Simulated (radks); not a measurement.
The numbers below are computed, except where a source is named.
Problem. Excited configurations of Ar2+: one electron is placed in a higher orbital outside [Ne] 3s2 3p3. The ground configuration is [Ne] 3s2 3p4. Code: a radial shooting solver on a logarithmic mesh with Libxc functionals. Model: non-relativistic Kohn-Sham, PBEsol, spin-polarised, spherical densities, point nucleus; open shells are filled with parallel spins first. Excitation = E - E(ground); binding = E(ion) - E, where the ion is the core of charge +3; n* = 3/sqrt(2 binding) in atomic units, and the quantum defect is n - n*.

| outer orbital | excitation (eV) | binding (eV) | n* | quantum defect | eigenvalue (eV) | <r> (bohr) |
|---|---|---|---|---|---|---|
| 4d | 29.688 | 10.775 | 3.371 | 0.629 | -8.962 | 4.889 |
| 5d | 33.867 | 6.596 | 4.309 | 0.691 | -5.580 | 8.636 |
| 6f | 36.650 | 3.814 | 5.666 | 0.334 | -3.245 | 14.61 |
| 7p | 36.626 | 3.837 | 5.649 | 1.351 | -3.355 | 16.26 |
| 7f | 37.635 | 2.829 | 6.580 | 0.420 | -2.444 | 20.53 |

Estimate the row for 6s.

Solution. excitation (eV) 34.247; binding (eV) 6.216; n* 4.438; quantum defect 1.562; eigenvalue (eV) -5.413; <r> (bohr) 10.18. The Delta-SCF ionisation energy is 40.463 eV (NIST Atomic Spectra Database: 40.74 eV, semi-empirical). Self-interaction in the functional shifts the binding energies and quantum defects, so they are the method's values and not measured ones. Open shells are spherical and high-spin; term and fine-structure splittings are not resolved.
